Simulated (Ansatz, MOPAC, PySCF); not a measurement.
Complex: H2O (SMILES O) (first 3 atoms) with C2H6O (SMILES CCO); geometry from B3LYP-D3(BJ)/def2-TZVP, rigid monomers moved along the line of their centres of mass till H2···O6 is 1.71 Å.
(charge 0, multiplicity 1):
```xyz
12

O     -0.219     0.308     0.172
H      0.304     0.102     0.967
H      0.125    -0.264    -0.520
C     -1.298     0.460     3.330
C     -0.263    -0.646     3.249
O      0.914    -0.249     2.529
H     -2.189     0.108     3.855
H     -1.587     0.787     2.331
H     -0.908     1.321     3.881
H      0.019    -0.997     4.247
H     -0.656    -1.499     2.695
H      1.294     0.525     2.961
```

Counterpoise-corrected where a basis set is named; no monomer relaxation. Rows marked so take none.

Cores are frozen in the correlated methods. Rows in 3-21G, 6-31G* carry no dispersion term and start afresh at each structure (6-31G* with six Cartesian d functions). MP2/6-31G* freezes PySCF's default core. The state that PM6 reach isn't checked.

Codes used: Ansatz (a quantum-chemistry and plane-wave program); MOPAC for PM6 (differences of heats of formation); PySCF for 3-21G rows, 6-31G* rows, the dispersion terms. 

Other levels give for the interaction energy: PBE/def2-TZVPPD -4.89; B3LYP/def2-TZVPPD -4.08; B3LYP-D3(BJ)/def2-TZVPPD -5.79; wB97M-V/def2-TZVPPD -5.61; CCSD(T)/aug-cc-pVDZ -4.39 kcal/mol.

**Question.** What do these common cheap choices give for the same quantity: PM6, HF/3-21G (no counterpoise), HF/6-31G*, HF/6-31G* (no counterpoise), B3LYP/3-21G (no counterpoise), B3LYP/6-31G*, M06-2X/6-31G* (no counterpoise), MP2/6-31G*?

**Answer.** PM6 -4.52; HF/3-21G (no counterpoise) -11.54; HF/6-31G* -2.74; HF/6-31G* (no counterpoise) -4.69; B3LYP/3-21G (no counterpoise) -14.88; B3LYP/6-31G* -4.50; M06-2X/6-31G* (no counterpoise) -8.81; MP2/6-31G* -3.94 kcal/mol. They span -14.88 to -2.74 kcal/mol.
